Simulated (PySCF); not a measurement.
## Electronic structure of C+ (carbon, charge +1) at the UHF level

Configuration: [He] 2s2 2p1, 2P determinant. Calculation: PySCF 2.14, in def2-TZVP (5s3p2d1f, 31 functions); no relativity, point nucleus.

```json
{
 "Total energy": "-37.295541 hartree",
 "One-electron energy": "-47.5709 hartree",
 "Hartree (Coulomb) energy": "15.0206 hartree",
 "Exchange energy": "-4.7453 hartree",
 "Kinetic energy": "37.29631 hartree",
 "⟨S²⟩": "0.7566",
 "⟨L²⟩": "2.017",
 "Sum of ⟨r⟩": "4.959 bohr",
 "Sum of ⟨r²⟩": "8.057 bohr²",
 "Traceless quadrupole moment −½Σ⟨3z² − r²⟩ along its main axis": "-1.09 e·bohr²",
 "Density at the nucleus (Gaussians lack the cusp)": "125 bohr⁻³",
 "Spin density at the nucleus": "0.0247 bohr⁻³",
 "Langevin diamagnetic susceptibility": "-6.38 ×10⁻⁶ cm³/mol",
 "Time after the integrals": "0.06 s of wall time on 1 thread of Neoverse-V2 (shared host)"
}
```

```tsv
shell	electrons	mean orbital energy (eV)	rms radius, mean of both spins (bohr)
1s α	1	-324.16	0.311
1s β	1	-323.34	0.311
2s α	1	-33.299	1.61
2s β	1	-29.588	1.61
2p α	1	-24.875	1.63
```
